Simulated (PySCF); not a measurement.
A calculated (B97-3, PySCF 2.14, x2c-TZVPPall, the spin-free X2C one-electron Hamiltonian (Gaussian nucleus)) atom or ion has these occupied shells.

```tsv
shell	electrons	orbital energy (eV)	rms radius, mean of both spins (bohr)
1s α	1	-53674.0	0.0240
1s β	1	-53674.0	0.0240
2s α	1	-8993.5	0.0971
2s β	1	-8993.4	0.0971
2p α	3	-7996.6	0.0874
2p β	3	-7996.5	0.0874
3s α	1	-2037.1	0.250
3s β	1	-2034.6	0.250
3p α	3	-1728.2	0.251
3p β	3	-1725.7	0.251
3d α	5	-1323.1	0.230
3d β	5	-1320.8	0.230
4s α	1	-431.44	0.563
4s β	1	-425.76	0.563
4p α	3	-328.65	0.598
4p β	3	-322.78	0.598
4d α	5	-186.31	0.656
4d β	5	-179.66	0.656
5s α	1	-74.176	1.36
5s β	1	-71.640	1.36
5p α	3	-48.077	1.59
5p β	3	-46.270	1.59
4f α	7	-31.264	0.905
4f β	2	-27.101	0.905
6s α	1	-17.534	3.55
```

Problem. Name the element and its charge.

Solution. Dy²⁺ (dysprosium, charge +2), in [Xe] 4f9 6s1, one real determinant (an excited configuration).
